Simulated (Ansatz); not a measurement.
Two isomers of CH6OS2Si: A = `OC([SiH3])(S)S`, B = `OC(S)S[SiH3]`.

Isolated molecules relaxed with PBE0-D4/def2-TZVP in Ansatz; ΔE leaves out vibrations. CBS: MP2 limit from def2 TZ/QZ plus the TZ coupled-cluster correction, frozen cores. Functionals use def2-TZVPP. B3LYP here is the variant with VWN-RPA as its local correlation; programs differ in this. Each species was taken in one conformer, which may not be the lowest.

(1) Which is lower in electronic energy at CCSD(T)/CBS, and by how much? (Estimate.)

(2) Give E(B) − E(A) in kcal/mol with PBE0-D4, CCSD(T)/def2-TZVPP, B3LYP, HF/def2-TZVPP, ωB97M-V, B2PLYP, CCSD/def2-TZVPP. (Estimate.)

Largest T1 diagnostic: 0.013.

Results:

(1) Computed: B, by 19.4 kcal/mol.

(2) Computed: PBE0-D4 -20.3, CCSD(T)/def2-TZVPP -19.2, B3LYP -20.7, HF/def2-TZVPP -23.0, ωB97M-V -19.1, B2PLYP -20.3, CCSD/def2-TZVPP -19.7. None reverses the order clearly.

The D4 term adds +1.1 kcal/mol with B3LYP and +0.5 kcal/mol with PBE0; it sums over pairs of atoms, weighted by their polarisabilities, and B3LYP, whose exchange is more repulsive, gets the larger term. In def2-TZVPP, CCSD(T) changes the Hartree–Fock value by +3.7 kcal/mol (the triples alone add +0.4 kcal/mol) and MP2 by +3.5 kcal/mol.
